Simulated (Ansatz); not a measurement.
Job for Ansatz (a quantum-chemistry and plane-wave program): R-CCSD(T)/aug-cc-pVDZ on C2H3F (SMILES C=CF).

Ansatz 0.2 input:
```yaml
crystal:
  periodic: [false, false, false]
  atoms:
    - {symbol: C, position_ang: [-1.00655886, -0.35791689, 3.90895199]}
    - {symbol: C, position_ang: [0.09519202, 0.15890874, 4.41064958]}
    - {symbol: F, position_ang: [1.11778018, 0.57550235, 3.62103330]}
    - {symbol: H, position_ang: [-1.14257238, -0.47241460, 2.84044055]}
    - {symbol: H, position_ang: [-1.78722517, -0.67218747, 4.58660706]}
    - {symbol: H, position_ang: [0.32289834, 0.31308457, 5.45686366]}
basis:
  gaussian:
    orbitals: aug-cc-pVDZ
magnetization: {spin_polarized: false}
correlation: {method: ccsd_t, electrons: outside_noble_gas}
scf: {lower_state_search: off}
```

The head of its log:

```
WARN ansatz: RAYON_NUM_THREADS=2 ignored (pool sized by the plan → 2); use --threads N
Functional definition: HF
these checks for a lower state are left out or cut short: stability, starts, cluster_reference, orbital_swaps, neighbouring_geometries, increment
integrals: 0.11 GiB planned
938 factors; integrals over basis functions are off by at most 6.5e-4 eV
mean field: 0.18 GiB planned
mean field evaluation 1: about -4811.9512 eV, gradient 2.8e1 eV
mean field evaluation 2: about -4811.9517 eV, gradient 2.8e1 eV
mean field evaluation 4: about -4813.8770 eV, gradient 2.8e0 eV
mean field evaluation 8: about -4813.9073 eV, gradient 4.6e-4 eV
mean field -4813.90727684 eV, -176.9078294405 hartree, gradient 2.1e-6 eV, S^2 0.000000; 0 other end points of the search recorded, 0 dependent functions left out
3 core orbitals not correlated
reference -4813.90727684 eV, -176.9078294405 hartree; 9, 9 occupied and 84, 84 virtual orbitals, 938 factors
```

### Question
What total energy does the run end on?

### Answer
-177.4288 hartree (reference determinant -176.9078, T1 diagnostic 0.013).
